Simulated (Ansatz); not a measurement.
Stepwise reaction of `O[SiH2][SiH](Cl)Cl` with hydrogen, as a gas-phase model of exchange steps in deposition or etching. ΔE in kJ/mol; ΔG adds harmonic PBE0-D4 terms to CCSD(T)/CBS, at 1 bar.

Program: Ansatz. Geometries: PBE0-D4/def2-TZVP. ΔE: electronic, gas phase. CCSD(T)/CBS adds triple-zeta CCSD(T) − MP2 to the extrapolated MP2 energy (def2 sets, frozen cores). This one scheme is used for every species. Functionals use def2-TZVPP. B3LYP here is the variant with VWN-RPA as its local correlation; programs differ in this. One conformer a species, not always the lowest.

| step | reaction | PBE-D4 | B3LYP-D4 | ωB97M-V | CCSD(T)/CBS | ΔG(600 K) |
| --- | --- | --- | --- | --- | --- | --- |
| 1 | `O[SiH2][SiH](Cl)Cl` + H₂ → `O[SiH2][SiH2]Cl` + HCl | 81.5 | 80.3 | 80.6 | 79.6 | 71.9 |

(1) Give the row of step 2, `O[SiH2][SiH2]Cl` + H₂ → `O[SiH2][SiH3]` + HCl. (Estimate.)

(2) By hand: ΔE of the 2 steps together at CCSD(T)/CBS.

## Answers

(1) Computed: 
```csv
step,reaction,PBE-D4,B3LYP-D4,ωB97M-V,CCSD(T)/CBS,ΔG(600 K)
2,`O[SiH2][SiH2]Cl` + H₂ → `O[SiH2][SiH3]` + HCl,73.2,73.7,74.5,74.1,64.1
```

(2) (79.6) + (74.1) = 153.7 kJ/mol, or 76.8 kJ/mol a step.

In ΔE each step is lower than the one before. All are uphill at CCSD(T)/CBS. ΔG lies between 64.1 and 71.9 kJ/mol a step. PBE-D4 differs from CCSD(T)/CBS by -0.9 to 1.9 kJ/mol a step. Isolated molecules leave out the surface, adducts and barriers. Largest T1 diagnostic: 0.012.
